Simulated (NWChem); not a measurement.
C₂H₇Al; SMILES [CH3][AlH][CH3]

Computed with NWChem. Pople sets run with spherical d functions. B3LYP is NWChem's, with the RPA form of VWN correlation. The level has its own optimisation; frequencies are unscaled.

Problem. Estimate the computed values for B3LYP/6-31G*. Quantities: r Al–C (Å); r Al–H (Å); highest harmonic frequency (cm⁻¹); lowest (cm⁻¹); zero-point energy (kcal/mol); dipole (D).

Solution. 
```json
{
 "r Al–C (Å)": "1.970",
 "r Al–H (Å)": "1.600",
 "highest harmonic frequency (cm⁻¹)": "3115",
 "lowest (cm⁻¹)": "31",
 "zero-point energy (kcal/mol)": "48.7",
 "dipole (D)": "0.69"
}
```
